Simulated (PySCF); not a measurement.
A PySCF script (with the pyscf-properties extension) for the NMR shieldings of `C(C)(C)[C@@H]1PC[C@@H]1C`, C₇H₁₅P, on a PBE0-D3(BJ)/def2-SVP geometry:

```python
import basis_set_exchange as bse
import numpy as np
from pyscf import gto, dft
from pyscf.prop import nmr

atoms = """
C     1.506394   -1.196076    1.070548
C     1.122283    0.050503    0.277380
C     2.357166    0.742410   -0.289299
C     0.137399   -0.295159   -0.827156
P    -0.496423    1.036356   -2.015744
C    -1.951489   -0.137028   -1.758068
C    -1.310029   -0.751478   -0.496985
C    -1.891610   -0.169529    0.781910
H     0.624290   -1.706135    1.486828
H     2.034357   -1.918654    0.426484
H     2.174578   -0.945749    1.909478
H     0.626661    0.758507    0.965793
H     2.093145    1.664242   -0.831797
H     2.887185    0.083174   -0.996543
H     3.064182    1.014178    0.509715
H     0.601389   -1.054944   -1.483629
H    -0.873584    1.963584   -0.988943
H    -1.988524   -0.843382   -2.601778
H    -2.948375    0.312005   -1.637375
H    -1.407099   -1.851302   -0.449787
H    -1.359294   -0.527322    1.675847
H    -1.851504    0.931082    0.784934
H    -2.947635   -0.463746    0.883340
"""
names = dict.fromkeys(["C", "P", "H"], "pcSseg-1")
basis = {el: gto.basis.parse(bse.get_basis(n, elements=[el], fmt="nwchem")) for el, n in names.items()}
mol = gto.M(atom=atoms, basis=basis, charge=0, verbose=0)
mf = dft.RKS(mol, xc="GGA_XC_KT3")
mf.grids.level = 2
mf.grids.alignment = dft.numint.BLKSIZE   # the property module wants whole blocks of grid points
mf.conv_tol = 1e-9
mf.kernel()

calc = nmr.RKS(mf)   # GIAO
sigma = calc.kernel()   # uncoupled for a functional without exact exchange
for i, s in enumerate(sigma):   # ppm
    w = np.linalg.eigvalsh((s + s.T) / 2)
    print("%2d %-2s iso %8.1f  s11 %8.1f  s22 %8.1f  s33 %8.1f" % (i, mol.atom_pure_symbol(i), w.mean(), *w))
```

Task: What are the results?

Result: 
```
 0 C  iso    160.5  s11    143.8  s22    153.9  s33    183.7
 1 C  iso    148.0  s11    140.4  s22    142.8  s33    160.9
 2 C  iso    161.2  s11    148.7  s22    151.9  s33    182.8
 3 C  iso    138.4  s11    119.9  s22    136.8  s33    158.5
 4 P  iso    383.7  s11    245.5  s22    394.1  s33    511.6
 5 C  iso    162.5  s11    139.0  s22    167.4  s33    181.1
 6 C  iso    139.2  s11    114.1  s22    143.5  s33    160.1
 7 C  iso    167.9  s11    151.8  s22    172.9  s33    179.0
 8 H  iso     30.1  s11     25.0  s22     30.4  s33     35.0
 9 H  iso     31.0  s11     27.8  s22     28.7  s33     36.4
10 H  iso     30.4  s11     26.6  s22     27.3  s33     37.3
11 H  iso     29.8  s11     26.7  s22     29.6  s33     33.1
12 H  iso     30.4  s11     25.1  s22     30.4  s33     35.6
13 H  iso     30.9  s11     27.7  s22     28.8  s33     36.4
14 H  iso     30.5  s11     26.6  s22     27.7  s33     37.2
15 H  iso     29.4  s11     27.1  s22     30.2  s33     30.9
16 H  iso     27.0  s11     25.4  s22     27.0  s33     28.6
17 H  iso     29.4  s11     26.3  s22     26.8  s33     35.0
18 H  iso     30.3  s11     26.1  s22     28.2  s33     36.7
19 H  iso     28.2  s11     25.3  s22     25.6  s33     33.6
20 H  iso     30.2  s11     24.8  s22     30.2  s33     35.5
21 H  iso     29.5  s11     25.9  s22     29.6  s33     32.9
22 H  iso     30.5  s11     26.3  s22     27.7  s33     37.5
```

These numbers come from an equivalent density-fitted implementation of the same equations, which agrees with the script to about 0.01 ppm for H and up to a few tenths of a ppm for heavy atoms, so last digits may differ.

Size and cost of the density-fitted run: 218 basis functions, 94 s wall time on 1 thread of an Arm Neoverse N1, shared host; peak memory 0.81 GiB.
